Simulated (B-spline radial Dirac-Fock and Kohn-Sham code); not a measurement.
# EELS cross sections of the As M3 (3p3/2) edge

System: the free arsenic atom, configuration [Ar] 3d10 4s2 4p3. Model: the first Born approximation with generalised oscillator strengths from a Dirac-Hartree-Slater potential (longitudinal and transverse terms; continuum final states only, so no white lines or fine structure). Program: an atomic code on a B-spline grid. The edge is taken at 141.2 eV (tabulated value).

Edge shape dσ/dE in barn per eV:

```csv
E − edge (eV),"60 kV, 10 mrad","60 kV, 50 mrad","80 kV, 20 mrad"
1,92.9,195,119
3,95.0,197,120
6,98.2,199,122
10,101,200,123
15,102,200,124
20,102,200,124
30,101,202,125
40,100,205,126
50,98.2,206,126
65,93.7,205,123
80,87.1,199,116
100,76.9,184,105
125,64.6,162,89.7
150,53.7,139,75.6
200,36.6,98.8,52.7
250,25.2,70.0,37.2
300,17.6,50.1,26.7
```

For the first setting the maximum lies 20 eV above the edge. The intensity 300 eV above the edge is 17 % of the maximum.

Values without a named source are computed, but for edge energies of neutral atoms, which are taken from tables.
